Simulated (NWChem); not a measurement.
Molecule: TlCl; SMILES [Cl][Tl]

```xyz
2

Tl     0.0000     0.0000    -0.4135
Cl     0.0000     0.0000     2.1060
```
Atoms are numbered in this order, from 1.

All runs use the structure optimised with PBE0/def2-SVP. def2 effective core potentials on Tl; no spin-orbit coupling.

List the 4 lowest vertical singlet excitations from PBE/def2-SVP with def2 effective core potentials on Tl, TDA (NWChem).


```csv
state,energy (eV),oscillator strength,leading excitation (squared amplitude)
S1,4.00,0.000,HOMO−2 → LUMO (0.47)
S2,4.09,0.000,HOMO−2 → LUMO+1 (0.50)
S3,4.09,0.000,HOMO−2 → LUMO (0.50)
S4,4.22,0.032,HOMO → LUMO (0.89)
```
